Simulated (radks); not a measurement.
The mean radii <r> (bohr) of the occupied orbitals of an atom or ion are listed with their occupations. All-electron calculation, scalar-relativistic Kohn-Sham, LDA (Slater exchange, Perdew-Wang correlation), spin-unpolarised, spherical densities, finite nucleus; Fermi nuclear charge, rms radius of each element as measured or else 0.836 A^(1/3) + 0.57 fm. Program: a radial shooting solver on a logarithmic mesh with Libxc functionals.

| orbital | occ. | <r> |
|---|---|---|
| 1s | 2 | 0.02560 |
| 2s | 2 | 0.1098 |
| 2p | 6 | 0.09622 |
| 3s | 2 | 0.2924 |
| 3p | 6 | 0.2903 |
| 3d | 10 | 0.2667 |
| 4s | 2 | 0.6742 |
| 4p | 6 | 0.7159 |
| 4d | 10 | 0.8008 |
| 5s | 2 | 1.628 |
| 5p | 6 | 1.892 |

Name the element and its charge.

Answer. Z = 56, barium, charge +2: Ba2+ in [Xe]. The 1s radius gives Z: for a bare nucleus <r> = (2 gamma + 1)/(2Z) with gamma = sqrt(1 - (Z/c)^2), 0.02523 bohr for Z = 56, and screening makes it slightly larger (0.02560 here). The occupations add up to 54, and the charge is Z minus that.
